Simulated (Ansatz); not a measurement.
C₂H₃SSbSe (`[Se]=[C]1C[S][SbH]1`). Total charge 0; spin multiplicity 1. Sb takes the def2 core potential.

Z-matrix (Å, degrees):
```
C
C 1 1.495
S 1 1.842 2 104.2
H 1 1.092 2 114.0 3 -122.8
H 1 1.097 2 108.8 3 115.9
Se 2 1.744 1 127.4 3 152.6
Sb 2 2.175 1 99.6 3 -20.6
H 7 1.724 2 90.6 1 -79.0
```

**Question.** What are the harmonic wavenumbers in cm⁻¹ at PBE0-D4/def2-TZVP (Ansatz, finite differences of forces, unscaled)? (An estimate is asked.)

**Answer.** Computed: 52, 134, 245, 322, 375, 422, 569, 607, 718, 808, 951, 1097, 1133, 1244, 1430, 1895, 3036, 3107.

**Question.** Is this a minimum?

**Answer.** Yes, all 18 modes are real.

**Question.** Give the ideal-gas thermochemistry at 298.15 K and 1 bar (rigid rotor, harmonic oscillator; point group C1, symmetry number 1).

**Answer.** Zero-point energy 108.5 kJ/mol; H(298) − E = 128.0 kJ/mol; entropy 364.6 J/(mol·K), of which translation 178.2, rotation 126.3, vibration 60.1; G(298) − E = 19.3 kJ/mol. Modes under 100 cm⁻¹ are hindered rotations or soft bends, so the harmonic entropy is rough.

**Question.** Rotational constants (cm⁻¹)?

**Answer.** 0.07943, 0.02392, 0.01878.
